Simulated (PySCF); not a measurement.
**Solvent effects on NMR parameters**

Cartesian coordinates in Å; atom numbers follow the order of the lines, from 1:
```xyz
17

C     1.7561    0.2349    1.2172
N     1.2642    0.7665   -0.0440
Si    0.4573   -0.2961   -1.2011
C    -1.1977   -0.7918   -0.4793
Si   -2.2065    0.6995    0.0902
O    -1.2120    1.7328    0.9249
H     2.0811    1.0502    1.8820
H     0.9430   -0.2903    1.7417
H     2.5993   -0.4732    1.1086
H     1.9300    1.4052   -0.4723
H     0.2933    0.5255   -2.4380
H     1.2828   -1.5067   -1.5293
H    -1.0225   -1.4671    0.3765
H    -1.7590   -1.3720   -1.2321
H    -2.8045    1.3390   -1.1266
H    -3.3214    0.2830    0.9914
H    -0.2869    1.6650    0.6029
```

GIAO PBE0/pcSseg-1 in PySCF on one PBE0-D3(BJ)/def2-SVP conformer, non-relativistic, equivalent nuclei averaged. Solvents enter as an IEF-PCM continuum (cyclohexane with ε = 2.0, chloroform with ε = 4.7) around the gas-phase geometry.

Gas phase, σ in ppm: C1 153.8, C4 189.7, N2 241.1, Si5 367.7, Si3 372.7, O6 300.2, H17 25.96, H15/H16 26.16, H11/H12 26.39, H7/H8/H9 28.71, H10 31.24, H13/H14 31.28. Dipole moment 3.00 D.

**Question.** How does each σ change in the continuum?

**Answer.** 
```csv
atoms,environment,"Δσ, cyclohexane","Δσ, chloroform"
C1,methyl carbon bonded to N,+0.2,+0.3
C4,sp3 CH2 bonded to 2 Si,+0.2,+0.4
N2,"nitrogen bonded to C, Si, H",0.0,0.0
Si5,"silicon bonded to C, O, 2 H",-1.1,-2.0
Si3,"silicon bonded to C, N, 2 H",+0.1,+0.2
O6,"oxygen bonded to Si, H",+1.8,+3.1
H17,hydrogen on an oxygen bonded to Si,-0.20,-0.35
H15/H16,"hydrogen on a silicon bonded to C, O",+0.03,+0.05
H11/H12,"hydrogen on a silicon bonded to C, N",+0.02,+0.04
H7/H8/H9,hydrogen on a methyl carbon bonded to N,-0.03,-0.05
H10,"hydrogen on a nitrogen bonded to C, Si",-0.27,-0.48
H13/H14,hydrogen on an sp3 CH2 bonded to 2 Si,-0.11,-0.21
```

Changes are relative to the gas phase. The dipole moment becomes 3.27 D in cyclohexane, 3.48 D in chloroform.

**Question.** Which of the listed nuclei move most (in ppm), and what does the model miss?

**Answer.** O6 (oxygen bonded to Si, H, +3.1 ppm) in chloroform. A continuum only polarises the solute; specific hydrogen bonds, the anisotropy of aromatic solvents and changes of geometry or conformer are outside it.
